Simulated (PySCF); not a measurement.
tin monoxide (OSn), singlet, geometry from GFN2-xTB (such geometries of metal compounds can be far from the true shape) (all electrons, no relativity); R2SCAN/3-21G (PySCF).

Input for PySCF:
```python
from pyscf import gto, scf, dft

mol = gto.Mole()
mol.atom = '''
    Sn   -0.000000   -0.000000   -0.248793
    O     0.000000    0.000000    1.554957
'''
mol.basis = '3-21g'
mol.charge = 0
mol.spin = 0
mol.verbose = 4
mol.build()

mf = dft.RKS(mol)
mf.xc = 'r2scan'
mf.grids.level = 2
mf.kernel()
```

Q: Write the output that PySCF gives for this input, abridged.

A: 
```
PySCF version 2.14.0

[INPUT] verbose = 4
[INPUT] num. atoms = 2
[INPUT] num. electrons = 58
[INPUT] charge = 0
[INPUT] spin (= nelec alpha-beta = 2S) = 0
[INPUT] symmetry False subgroup None
[INPUT] Mole.unit = angstrom
[INPUT] Symbol           X                Y                Z      unit          X                Y                Z       unit  Magmom
[INPUT]  1 Sn     0.000000000000   0.000000000000  -0.248793000000 AA    0.000000000000   0.000000000000  -0.470150631709 Bohr   0.0
[INPUT]  2 O      0.000000000000   0.000000000000   1.554957000000 AA    0.000000000000   0.000000000000   2.938442865475 Bohr   0.0

nuclear repulsion = 117.350455644075
number of shells = 18
number of NR pGTOs = 96
number of NR cGTOs = 40
basis = 3-21g
ecp = {}

******** <class 'pyscf.dft.rks.RKS'> ********
method = RKS
initial guess = minao
damping factor = 0
level_shift factor = 0
DIIS = <class 'pyscf.scf.diis.CDIIS'>
diis_start_cycle = 1
diis_space = 8
diis_damp = 0
SCF conv_tol = 1e-09
SCF conv_tol_grad = None
SCF max_cycles = 50
direct_scf = True
direct_scf_tol = 1e-13
XC library pyscf.dft.libxc version 7.1.2
    S. Lehtola, C. Steigemann, M. J. T. Oliveira, and M. A. L. Marques,  SoftwareX 7, 1–5 (2018)
XC functionals = r2scan
    J. W. Furness, A. D. Kaplan, J. Ning, J. P. Perdew, and J. Sun,  J. Phys. Chem. Lett. 11, 8208–8215 (2020)
    J. W. Furness, A. D. Kaplan, J. Ning, J. P. Perdew, and J. Sun,  J. Phys. Chem. Lett. 11, 9248–9248 (2020)
    J. W. Furness, A. D. Kaplan, J. Ning, J. P. Perdew, and J. Sun,  J. Phys. Chem. Lett. 11, 8208–8215 (2020)
    J. W. Furness, A. D. Kaplan, J. Ning, J. P. Perdew, and J. Sun,  J. Phys. Chem. Lett. 11, 9248–9248 (2020)
radial grids:
    Treutler-Ahlrichs [JCP 102, 346 (1995); DOI:10.1063/1.469408] (M4) radial grids

becke partition: Becke, JCP 88, 2547 (1988); DOI:10.1063/1.454033
pruning grids: <function nwchem_prune>
grids dens level: 2
symmetrized grids: False
atomic radii adjust function: <function treutler_atomic_radii_adjust>
small_rho_cutoff = 0
Set gradient conv threshold to 3.16228e-05
Initial guess from minao.
tot grids = 25256
init E= -6060.61308789157
  HOMO = -0.338010430818405  LUMO = -0.150293286302111  gap/eV = 5.10804
cycle= 1 E= -6073.11916626149  delta_E= -12.5  |g|= 1.15  |ddm|= 1.71
  HOMO = 0.0382708913044141  LUMO = 0.170244845124575  gap/eV = 3.59119
cycle= 2 E= -6068.09139578891  delta_E= 5.03  |g|= 2.95  |ddm|= 4.76
  HOMO = -0.244631903681086  LUMO = -0.079442737554051  gap/eV = 4.49503
cycle= 3 E= -6073.28016546865  delta_E= -5.19  |g|= 0.768  |ddm|= 4.71
  HOMO = -0.244523332829167  LUMO = -0.0979666819145998  gap/eV = 3.98801
cycle= 4 E= -6073.46435296933  delta_E= -0.184  |g|= 0.104  |ddm|= 0.808
  HOMO = -0.234120216517617  LUMO = -0.0905564260100734  gap/eV = 3.90657
cycle= 5 E= -6073.45971068101  delta_E= 0.00464  |g|= 0.16  |ddm|= 0.201
  HOMO = -0.235147750469122  LUMO = -0.0910406784160769  gap/eV = 3.92135
cycle= 6 E= -6073.45971050799  delta_E= 1.73e-07  |g|= 0.161  |ddm|= 0.0094
  HOMO = -0.234419298869367  LUMO = -0.0910547145869176  gap/eV = 3.90115
cycle= 7 E= -6073.46247991115  delta_E= -0.00277  |g|= 0.123  |ddm|= 0.0326
  HOMO = -0.231428124885177  LUMO = -0.0909462807371754  gap/eV = 3.82271
cycle= 8 E= -6073.46621553209  delta_E= -0.00374  |g|= 0.0153  |ddm|= 0.0838
  HOMO = -0.229724838165995  LUMO = -0.0896542595127454  gap/eV = 3.81151
cycle= 9 E= -6073.46626891055  delta_E= -5.34e-05  |g|= 0.00375  |ddm|= 0.0139
  HOMO = -0.229910184139557  LUMO = -0.0897303360623078  gap/eV = 3.81449
cycle= 10 E= -6073.46627234637  delta_E= -3.44e-06  |g|= 0.000214  |ddm|= 0.00288
  HOMO = -0.229900189380818  LUMO = -0.0897266605184093  gap/eV = 3.81432
cycle= 11 E= -6073.46627235763  delta_E= -1.13e-08  |g|= 2.42e-06  |ddm|= 0.000162
  HOMO = -0.229900371769674  LUMO = -0.0897267266962493  gap/eV = 3.81432
cycle= 12 E= -6073.46627235761  delta_E= 1.46e-11  |g|= 4.41e-07  |ddm|= 2.48e-06
  HOMO = -0.229900250824036  LUMO = -0.0897266815692175  gap/eV = 3.81432
Extra cycle  E= -6073.46627235762  delta_E= -7.28e-12  |g|= 2.62e-06  |ddm|= 2.21e-06
converged SCF energy = -6073.46627235762
```
